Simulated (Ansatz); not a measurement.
`[BH2][GaH][Se]C` + `OCO` → `C[Se]C(O)O` + `[BH2][GaH2]`  (formal exchange of groups at the Se–Ga bond)

Calculated with Ansatz (gas phase, PBE0-D4/def2-TZVP geometries, no zero-point term in ΔE). CCSD(T)/CBS adds triple-zeta CCSD(T) − MP2 to the extrapolated MP2 energy (def2 sets, frozen cores). This one scheme is used for every species. Functionals use def2-TZVPP. B3LYP here is the variant with VWN-RPA as its local correlation; programs differ in this. For Ga, Se outer-core shells are correlated without core-valence functions, which leaves a few kJ/mol of doubt a bond. Scalar relativity is left out up to krypton. One conformer a species, not always the lowest.

```json
{"level": "PBE-D4", "ΔE (kcal/mol)": "35.3", "difference from CCSD(T)/CBS": "-2.2"}
{"level": "r2SCAN-D4", "ΔE (kcal/mol)": "36.0", "difference from CCSD(T)/CBS": "-1.5"}
{"level": "PBE0-D4", "ΔE (kcal/mol)": "36.7", "difference from CCSD(T)/CBS": "-0.8"}
{"level": "B3LYP-D4", "ΔE (kcal/mol)": "36.5", "difference from CCSD(T)/CBS": "-1.0"}
{"level": "ωB97X-V", "ΔE (kcal/mol)": "35.0", "difference from CCSD(T)/CBS": "-2.5"}
{"level": "ωB97M-V", "ΔE (kcal/mol)": "35.1", "difference from CCSD(T)/CBS": "-2.4"}
{"level": "B2PLYP", "ΔE (kcal/mol)": "37.2", "difference from CCSD(T)/CBS": "-0.3"}
{"level": "PBE", "ΔE (kcal/mol)": "35.7", "difference from CCSD(T)/CBS": "-1.8"}
{"level": "r2SCAN", "ΔE (kcal/mol)": "36.1", "difference from CCSD(T)/CBS": "-1.4"}
{"level": "PBE0", "ΔE (kcal/mol)": "36.9", "difference from CCSD(T)/CBS": "-0.6"}
{"level": "B3LYP", "ΔE (kcal/mol)": "37.0", "difference from CCSD(T)/CBS": "-0.5"}
{"level": "HF/def2-TZVPP", "ΔE (kcal/mol)": "39.8", "difference from CCSD(T)/CBS": "2.3"}
{"level": "MP2/def2-TZVPP", "ΔE (kcal/mol)": "37.3", "difference from CCSD(T)/CBS": "-0.2"}
{"level": "SCS-MP2/def2-TZVPP", "ΔE (kcal/mol)": "37.0", "difference from CCSD(T)/CBS": "-0.5"}
{"level": "CCSD/def2-TZVPP", "ΔE (kcal/mol)": "37.0", "difference from CCSD(T)/CBS": "-0.5"}
{"level": "CCSD(T)/def2-TZVPP", "ΔE (kcal/mol)": "36.6", "difference from CCSD(T)/CBS": "-0.9"}
{"level": "HF/def2-QZVPP", "ΔE (kcal/mol)": "39.5", "difference from CCSD(T)/CBS": "2.0"}
{"level": "MP2/def2-QZVPP", "ΔE (kcal/mol)": "37.7", "difference from CCSD(T)/CBS": "0.2"}
{"level": "SCS-MP2/def2-QZVPP", "ΔE (kcal/mol)": "37.3", "difference from CCSD(T)/CBS": "-0.2"}
{"level": "HF/CBS(def2)", "ΔE (kcal/mol)": "39.4", "difference from CCSD(T)/CBS": "1.9"}
{"level": "MP2/CBS(def2)", "ΔE (kcal/mol)": "38.1", "difference from CCSD(T)/CBS": "0.6"}
{"level": "CCSD/CBS(def2)", "ΔE (kcal/mol)": "37.9", "difference from CCSD(T)/CBS": "0.4"}
{"level": "CCSD(T)/CBS", "ΔE (kcal/mol)": "37.5", "difference from CCSD(T)/CBS": "0"}
```

Largest T1 diagnostic among the species: 0.014.

In def2-TZVPP, CCSD(T) changes the Hartree–Fock value by −3.2 kcal/mol (the triples alone add −0.4 kcal/mol) and MP2 by −2.5 kcal/mol. From PBE to PBE0 (25 % exact exchange), in def2-TZVPP and without D4, ΔE moves by +1.3 kcal/mol.

CCSD(T)/CBS has its own doubt, a few kJ/mol and more with outer-core shells, so smaller differences from it don't rank the levels.
